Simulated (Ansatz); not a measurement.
A nudged elastic band was laid between two geometries of BF2HO + H2 (7 atoms, charge 0, multiplicity 1).

Method: RKS PBE0-D4/6-31G* in Ansatz.

```json
{
 "movable images": "5",
 "climbing image": "yes",
 "spring": "5.0 eV/Å²",
 "optimiser": "quadratic models (default)",
 "start path": "through a guess of the saddle point",
 "force threshold": "0.05 eV/Å",
 "iteration limit": "60",
 "end points": "relaxed"
}
```

Initial state:

```xyz
7
Properties=species:S:1:pos:R:3
B -0.036 -0.684 0.008
O 0.045 -0.402 1.326
H -0.821 -0.213 1.705
F 1.062 -0.966 -0.666
F -1.198 -0.686 -0.638
H -0.012 2.976 1.276
H 0.172 2.256 1.314
```

Final state:

```xyz
7
Properties=species:S:1:pos:R:3
B 0.130 0.502 -0.087
O -0.263 0.484 1.679
H 0.135 -0.351 1.979
F 0.877 -0.632 -0.140
F -1.131 0.381 -0.577
H 0.688 1.554 -0.215
H -1.224 0.343 1.686
```

(1) Which bonds break or form, and what moves?

(2) Give the energies along the band, and the barrier.

(3) What is the geometry of the highest image?

## Answers

(1) Bonds broken: H6–H7. Bonds formed: B1–H6, O2–H7. BF2HO + H2 becomes BF2H3O.

(2) The run converged. The highest image is number 3 of 0 to 6, 2.03 eV above the first end and 1.21 eV above the last; the last end lies 0.83 eV above the first. Neighbouring images differ by up to 1.9 eV, so the band resolves the path poorly. A vibrational analysis at the climbing image gives one clearly imaginary mode, 1465i cm⁻¹: a first-order saddle point. The orbitals stay closed-shell, which can raise the energy where a bond breaks towards radicals; this wasn't checked here.

```
image  path coordinate (Å)  energy (eV)  H6–H7 (Å)  B1–H6 (Å)  O2–H7 (Å)
    0                 0.00         0.00       0.74       3.87       2.66
    1                 0.98         0.01       0.74       3.21       2.75
    2                 1.97         0.18       0.75       2.29       2.19
    3                 2.95         2.03       1.05       1.38       1.25
    4                 3.95         0.89       2.24       1.21       0.97
    5                 4.95         0.86       2.59       1.20       0.97
    6                 5.94         0.83       2.96       1.20       0.97
```

(3) 
```xyz
7
Properties=species:S:1:pos:R:3
B 0.012 0.176 0.133
O 0.018 0.029 1.672
H -0.881 -0.198 1.961
F 1.126 -0.292 -0.432
F -1.182 -0.159 -0.393
H 0.092 1.549 0.203
H 0.027 1.174 1.180
```

Time of the run: 99 s on 1 thread of Arm Neoverse V2, on a shared host, peak memory 0.11 GiB.
